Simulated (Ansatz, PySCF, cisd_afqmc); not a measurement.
Species: HSiO, charge 0, doublet. HSiO (SMILES O=[SiH], doublet).
B3LYP-D3(BJ)/def2-TZVP minimum from Ansatz (a quantum-chemistry and plane-wave program):
```xyz
3

Si    -0.0147    -0.5041    -0.0112
O     -0.1485     1.0191     0.0164
H      1.3936    -1.0954     0.0249
```
Charge 0, spin multiplicity 2.

Atomisation energy term by term, kcal/mol (programs: Ansatz, cisd_afqmc). UHF or UKS for unpaired electrons; spin-orbit terms are left out. Correlated methods leave the cores frozen. Rows without X2C or -DK are non-relativistic. AFQMC/CISD: phaseless, guided by CISD from CCSD amplitudes; bars are statistical, one sigma. Outlying blocks are dropped, and bars are widened where a walk drifts. Over all cases where full CI ran beside it in this data, AFQMC minus full CI had a median of +0.1 mEh and passed +0.4 mEh in a tenth of the cases. CBS(X,Y): correlation extrapolated as X^-3, Hartree-Fock from the larger set (Q,5: extrapolated as (X+1)exp(-9√X)). A bracket is a step between two methods taken in the basis named. '+ core + X2C': CCSD(T) terms for core correlation (cc-pwCVTZ, 1s frozen past Ne) and scalar relativity (cc-pVTZ-DK). For partners of very few electrons the exact lower level stands in for a higher one.

| term | basis | kcal/mol |
|---|---|---|
| Hartree-Fock | CBS(cc-pV(Q+d)Z,cc-pV(5+d)Z) | 130.27 |
| CCSD correlation | CBS(cc-pV(Q+d)Z,cc-pV(5+d)Z) | 78.15 |
| (T) | CBS(cc-pV(Q+d)Z,cc-pV(5+d)Z) | 8.34 |
| CCSDT(Q) - CCSD(T) | cc-pV(T+d)Z | 0.75 |
| CCSDTQ - CCSDT(Q) | cc-pV(D+d)Z | -0.28 |
| core correlation | cc-pwCVTZ | 0.31 |
| scalar relativity | X2C, cc-pVTZ-DK | -0.56 |
| minus zero-point energy | Hessian by PySCF at B3LYP-D3(BJ)/def2-TZVP | -5.28 |
| sum: D0 |  | 211.7 |

The step beyond CCSD(T) by other levels: CCSDTQ in cc-pV(D+d)Z 1.06; AFQMC/CISD in cc-pV(D+d)Z 0.13 ± 0.26; CCSDT(Q) in cc-pV(D+d)Z 1.34; AFQMC/CISD in cc-pV(T+d)Z -0.11 ± 0.26 kcal/mol.
